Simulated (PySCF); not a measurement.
# Reading the logs of faulty runs: AlBClH3N cation

These are calculations, not measurements. The program is PySCF 2.14.0, an open-source quantum chemistry code, run on an isolated molecule that a program drew, which may never have been made. The molecule is AlBClH3N cation (charge +1, singlet), drawn as the SMILES string `[NH2][AlH][B+]Cl`.

Each row is a Hartree-Fock (HF) and frozen-core CCSD(T) single point in the cc-pV(D+d)Z basis, meant for a local HF minimum. Run 1 is clean. Each other run has one planted mistake out of seven kinds, and not every kind appears here: one electron removed, one electron added, multiplicity raised by two, geometry at a saddle point, minimal basis STO-3G, one bond length entered in bohr, all coordinates scaled. The reference is restricted for singlets and unrestricted otherwise, and also for a bond in bohr. Adding or removing an electron swaps singlet and doublet. Electrons count all cores. HOMO and LUMO are orbital energies over both spins, the gradient is its largest component, and the lowest frequency (negative if imaginary) is given only where the gradient is small. Bond lengths are over the 6 bonds as drawn. T1 is the CCSD diagnostic: over 0.02 (restricted) or 0.045 (unrestricted) a single reference is doubtful.

Geometry of the clean run:
```xyz
7
AlBClH3N cation, angstrom
N    -0.8200   -1.2464   -0.0097
Al   -0.3872    0.2632   -0.7399
B    -1.1516    1.9496    0.5368
Cl   -1.6996    3.1797    1.4532
H    -0.5821   -2.1405   -0.4059
H    -1.3285   -1.3972    0.8428
H     0.3681    0.7346   -2.0079
```

| run | electrons | basis functions | <S^2> | HOMO (eV) | LUMO (eV) | gradient (hartree/bohr) | lowest frequency (cm^-1) | mean bond (Å) | longest bond (Å) | T1 | HF (hartree) | CCSD(T) (hartree) | mistake |
|---|---|---|---|---|---|---|---|---|---|---|---|---|---|
| 1 | 44 | 89 | 0.000 | -15.57 | -4.76 | 1.5e-05 | 99 | 1.5283 | 2.249 | 0.0191 | -782.09437 | -782.58056 | no fault |
| 2 | 43 | 89 | 0.768 | -20.83 | -14.75 | 9.2e-02 | - | 1.5283 | 2.249 | 0.0305 | -781.50945 | -781.97784 | one electron removed |
| 3 | 45 | 89 | 0.763 | -6.52 | 1.94 | 7.2e-02 | - | 1.5283 | 2.249 | 0.0170 | -782.29992 | -782.79022 | ? |
| 4 | 44 | 89 | 2.020 | -14.25 | -7.84 | 3.0e-02 | - | 1.5283 | 2.249 | 0.0249 | -781.95946 | -782.42359 | ? |

**Which mistake was planted in run 3, and what did it cost?**

It counts 45 electrons, one more than the clean run, at the same geometry and basis. So the mistake is: one electron added. Subtracting run 1 and multiplying by 627.51 kcal/mol a hartree, the energy moved by -129.0 kcal/mol in HF and -131.6 kcal/mol in CCSD(T).

**Which mistake was planted in run 4, and what did it cost?**

Electrons, basis and geometry are unchanged, and <S^2> is 2.020, beside S(S+1) = 2.00 for a multiplicity of 3. So the mistake is: multiplicity raised by two. Subtracting run 1 and multiplying by 627.51 kcal/mol a hartree, the energy moved by 84.7 kcal/mol in HF and 98.5 kcal/mol in CCSD(T).

